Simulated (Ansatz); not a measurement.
Calculated with Ansatz (gas phase, PBE0-D4/def2-TZVP geometries, no zero-point term in ΔE). CCSD(T)/CBS is the MP2 limit (def2-TZVPP, def2-QZVPP) plus CCSD(T) − MP2 in def2-TZVPP, frozen cores. Functionals use def2-TZVPP. B3LYP here is the variant with VWN-RPA as its local correlation; programs differ in this. Each species was taken in one conformer, which may not be the lowest.

Consider the isomerisation: `C=C([SiH3])[SiH2]O` → `O[Si]1([SiH3])CC1`.

```json
{"level": "PBE-D4", "ΔE (kJ/mol)": "12.9", "difference from CCSD(T)/CBS": "-29.2"}
{"level": "r2SCAN-D4", "ΔE (kJ/mol)": "23.0", "difference from CCSD(T)/CBS": "-19.1"}
{"level": "B3LYP-D4", "ΔE (kJ/mol)": "44.8", "difference from CCSD(T)/CBS": "2.7"}
{"level": "B2PLYP", "ΔE (kJ/mol)": "43.5", "difference from CCSD(T)/CBS": "1.4"}
{"level": "PBE", "ΔE (kJ/mol)": "11.1", "difference from CCSD(T)/CBS": "-31.0"}
{"level": "r2SCAN", "ΔE (kJ/mol)": "22.5", "difference from CCSD(T)/CBS": "-19.6"}
{"level": "PBE0", "ΔE (kJ/mol)": "12.8", "difference from CCSD(T)/CBS": "-29.3"}
{"level": "B3LYP", "ΔE (kJ/mol)": "41.7", "difference from CCSD(T)/CBS": "-0.4"}
{"level": "MP2/def2-TZVPP", "ΔE (kJ/mol)": "39.2", "difference from CCSD(T)/CBS": "-2.9"}
{"level": "CCSD/def2-TZVPP", "ΔE (kJ/mol)": "44.2", "difference from CCSD(T)/CBS": "2.1"}
{"level": "CCSD(T)/def2-TZVPP", "ΔE (kJ/mol)": "42.9", "difference from CCSD(T)/CBS": "0.8"}
{"level": "MP2/def2-QZVPP", "ΔE (kJ/mol)": "38.9", "difference from CCSD(T)/CBS": "-3.2"}
{"level": "SCS-MP2/def2-QZVPP", "ΔE (kJ/mol)": "49.6", "difference from CCSD(T)/CBS": "7.5"}
{"level": "HF/CBS(def2)", "ΔE (kJ/mol)": "74.3", "difference from CCSD(T)/CBS": "32.2"}
{"level": "MP2/CBS(def2)", "ΔE (kJ/mol)": "38.4", "difference from CCSD(T)/CBS": "-3.7"}
{"level": "CCSD/CBS(def2)", "ΔE (kJ/mol)": "43.4", "difference from CCSD(T)/CBS": "1.3"}
{"level": "CCSD(T)/CBS", "ΔE (kJ/mol)": "42.1", "difference from CCSD(T)/CBS": "0"}
```

Largest T1 diagnostic among the species: 0.012.

The D4 term adds +3.0 kJ/mol with B3LYP and +1.5 kJ/mol with PBE0; it sums over pairs of atoms, weighted by their polarisabilities, and B3LYP, whose exchange is more repulsive, gets the larger term. In def2-TZVPP, CCSD(T) changes the Hartree–Fock value by −30.6 kJ/mol (the triples alone add −1.3 kJ/mol) and MP2 by −34.4 kJ/mol.
